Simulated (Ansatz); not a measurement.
`C#[C][GaH2]` + H–F → `[F][GaH2]` + `C#C` at 400 K and 1 bar (ligand exchange at a Ga–C bond).

Gas-phase electronic energies from Ansatz, PBE0-D4/def2-TZVP geometries. CCSD(T)/CBS adds triple-zeta CCSD(T) − MP2 to the extrapolated MP2 energy (def2 sets, frozen cores). This one scheme is used for every species. For Ga outer-core shells are correlated without core-valence functions, which leaves a few kJ/mol of doubt a bond. Scalar relativity is left out up to krypton.

```tsv
species	CCSD(T)/CBS energy (Eh)	H − E (kJ/mol)	S (J/(mol·K))
`C#[C][GaH2]`	-2001.76834	106.0	307.0
H–F	-100.39570	36.5	182.2
`[F][GaH2]`	-2024.95631	56.3	268.5
`C#C`	-77.22717	85.5	213.8
```

H − E and S are ideal-gas, rigid-rotor, harmonic terms from PBE0-D4/def2-TZVP. 1 Eh = 2625.50 kJ/mol, R = 8.31446 J/(mol·K).

Problem. By hand: ΔE, ΔH, ΔS and ΔG.

Solution. ΔE = (-2024.95631) + (-77.22717) − (-2001.76834) − (-100.39570) = -0.01944 Eh = -51.0 kJ/mol. Δ(H − E) = 56.3 + 85.5 − 106.0 − 36.5 = -0.7, so ΔH = -51.7 kJ/mol. ΔS = 268.5 + 213.8 − 307.0 − 182.2 = -6.9 J/(mol·K). ΔG = -51.7 − 400 × (-6.9)/1000 = -48.9 kJ/mol.

Problem. By hand: the equilibrium constant, and the temperature at which ΔG would vanish if ΔH and ΔS stayed fixed.

Solution. log₁₀ K = −ΔG/(RT ln 10) = 6.4. ΔG = 0 at ΔH/ΔS = 7493 K, far beyond where these terms or the molecules hold.

The number of gas molecules stays the same, so ΔS is small and ΔH decides. A doubt of 5 kJ/mol in ΔE shifts log₁₀ K by 0.7 here. These are equilibria of isolated gas molecules and say nothing of rates. Largest T1 diagnostic: 0.014 (customary marks: 0.02 for closed shells, 0.045 for open ones).
